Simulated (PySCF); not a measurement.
C4H10F2Si2.
Structure used (GFN2-xTB), in Å, numbered top down from 1:
```xyz
18
C4H10F2Si2 angstrom
F      2.7115   -0.8202    0.5112
C      2.5157   -0.0238   -0.6019
Si     0.6674    0.4832   -0.7216
C      0.0628    1.2164    0.9346
Si    -1.5087    0.2513    1.4215
C     -1.7895   -0.7145   -0.2206
F     -2.4731    0.1460   -1.0875
C     -0.4461   -1.0605   -0.8505
H      2.8582   -0.6043   -1.4598
H      3.1735    0.8387   -0.4836
H      0.5357    1.3865   -1.8721
H      0.8242    1.1302    1.7067
H     -0.1509    2.2775    0.8332
H     -1.2723   -0.7083    2.5036
H     -2.6699    1.0986    1.6848
H     -2.4344   -1.5962   -0.1421
H     -0.0176   -1.8935   -0.2914
H     -0.5954   -1.4008   -1.8761
```

Probes without a nucleus sit at each ring's centroid and 1 Å off its mean plane on both sides; NICS is minus the shielding there, NICSzz its component along the normal. Level: GIAO PBE0/pcSseg-1 (PySCF, non-relativistic, gas phase) on the GFN2-xTB geometry, one conformer.

Ring bond lengths (Å), with Mayer bond orders in brackets: Si3–C4 1.909 (0.90), C4–Si5 1.907 (0.91), Si5–C6 1.926 (0.85), C6–C8 1.524 (1.03), C8–Si3 1.908 (0.90).

Problem. What do the NICS probes read (ppm)?

Solution. 
| ring | type | NICS(0) | NICS(1), two faces | NICS(1)zz, two faces | rms pucker (Å) | centre to ring atoms, mean (Å) |
| --- | --- | --- | --- | --- | --- | --- |
| Si3–C4–Si5–C6–C8 | 5-membered ring with 2 Si; formal bonds all single | -3.0 | -2.6 / -3.5 | -1.3 / -1.3 | 0.19 | 1.54 |

Problem. What do they say, and how far can they be read as aromaticity?

Solution. 
- Si3–C4–Si5–C6–C8: mean NICS(1)zz -1.3 ppm, near zero. Si3, C4, Si5, C6, C8 have four or more neighbours, so the value isn't read as a sign of a π ring current.

Problem. What is the mean of the two in-plane components of NICS at the second NICS(1) probe listed for ring Si3–C4–Si5–C6–C8, 1 Å off the ring?

Solution. The isotropic value is a third of the trace: (3 × -3.5 − (-1.3))/2 = -4.6 ppm.

Problem. List the ring angles and the Hirshfeld charges of the ring atoms.

Solution. 
- Si3–C4–Si5–C6–C8: Si3 100.6° (+0.365 e), C4 106.7° (-0.251 e), Si5 99.0° (+0.337 e), C6 109.7° (-0.026 e), C8 107.6° (-0.173 e); sum 523.7° against 540° for a flat convex ring.

Problem. What are the shieldings of the ring atoms and their hydrogens in the same run (means over atoms taken as equivalent)?

Solution. 
```tsv
atoms	environment	σ isotropic (ppm)	principal values of the symmetric part, first atom (ppm)
Si3	SiH silicon	349.2	285.1, 356.4, 406.1
C4	sp3 carbon bound to silicon	205.0	196.5, 205.1, 213.5
Si5	SiH2 silicon	376.1	310.1, 395.9, 422.4
C6	sp3 C–F carbon	93.2	54.3, 75.0, 150.2
C8	sp3 carbon bound to silicon	166.3	153.6, 156.5, 188.9
H11	Si–H hydrogen	27.09	24.1, 24.6, 32.6
H12	methylene hydrogen	31.55	25.8, 28.5, 40.4
H13	methylene hydrogen	31.64	26.1, 27.6, 41.2
H14	Si–H hydrogen	27.45	24.0, 24.9, 33.4
H15	Si–H hydrogen	27.20	23.4, 24.9, 33.4
H16	methine hydrogen	26.14	22.9, 26.0, 29.5
H17	methylene hydrogen	30.76	26.1, 28.7, 37.5
H18	methylene hydrogen	30.00	25.4, 27.6, 37.1
```

The run took 60 s on Arm Neoverse N1, one thread, shared host with 64 logical CPUs at a one-minute load of 59, and the process peaked at 0.90 GiB of memory. This is the whole shielding run at PBE0/pcSseg-1, SCF included.
